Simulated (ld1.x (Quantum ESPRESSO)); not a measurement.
## Which change was made? (Mo, TM)

ld1.x (Quantum ESPRESSO) 7.5 input, shortened:

```
&input
   title='Mo', zed=42., rel=1, dft='PBE', iswitch=3,
   config='[Kr] 4d5 5s0.75 5p0.25'
 /
 &inputp
   pseudotype=2, tm=.true., lloc=1,
   nlcc=.false.
 /
3
4S  1  0   2.00   0.00  1.70  1.70  0.0
4D  3  2   5.00   0.00  2.30  2.30  0.0
4P  2  1   6.00   0.00  1.85  1.85  0.0
 &test
   configts(1)='4s2 4p6 4d5 5s0.75 5p0.25'
 /
```

Occupied shells without a wave of their own: 5p, 5s. They enter only through the test configuration that unscreens the potential.

Cutoffs, loose and tight: the cutoffs (Ry, on a coarse ladder) from which the occupation-weighted sum of valence levels, in a spherical-Bessel basis at the reference potential, stays within 10 and 1 mRy of its value at 400 Ry. They do not see the model core or the augmentation charge, which bear on the density cutoff. Test errors are all-electron minus pseudo excitation energies from the reference, over the configurations 4s2 4p6 4d5 5s1 5p0; 4s2 4p6 4d5 5s0 5p0; 4s2 4p6 4d4 5s0 5p0; 4s2 4p6 4d4 5s1 5p1; 4s2 4p6 4d4 5s2 5p0; 4s2 4p6 4d5.5 5s0.5 5p0; 4s2 4p6 4d5 5s0.5 5p0; variants that change the core or the reference have their own tests.

The base gives: outcome: generated, misses its reference levels by 0.41 eV; cutoff, loose: 45 Ry; cutoff, tight: 70 Ry; bound ghosts: none; largest test error (meV): -652.

After one change the result is: outcome: generated, misses its reference levels by 0.19 eV; cutoff, loose: 70 Ry; cutoff, tight: 100 Ry; bound ghosts: none; largest test error (meV): -303. Which change was it?
A. all radii scaled by about 0.76 (s 1.28, p 1.40, d 1.74 bohr)
B. all radii scaled by about 0.89 (s 1.50, p 1.64, d 2.04 bohr)
C. all radii scaled by about 1.16 (s 1.96, p 2.14, d 2.66 bohr)
D. all radii scaled by about 1.37 (s 2.34, p 2.54, d 3.16 bohr)

B. The others give: all radii scaled by about 0.76 (s 1.28, p 1.40, d 1.74 bohr) → outcome: generated; cutoff, loose: 90 Ry; cutoff, tight: 160 Ry; bound ghosts: none; largest test error (meV): -81 | all radii scaled by about 1.37 (s 2.34, p 2.54, d 3.16 bohr) → outcome: generated, misses its reference levels by 1.42 eV; cutoff, loose: 25 Ry; cutoff, tight: 45 Ry; bound ghosts: none; largest test error (meV): -2115 | all radii scaled by about 1.16 (s 1.96, p 2.14, d 2.66 bohr) → outcome: generated, misses its reference levels by 0.76 eV; cutoff, loose: 30 Ry; cutoff, tight: 50 Ry; bound ghosts: none; largest test error (meV): -1172.
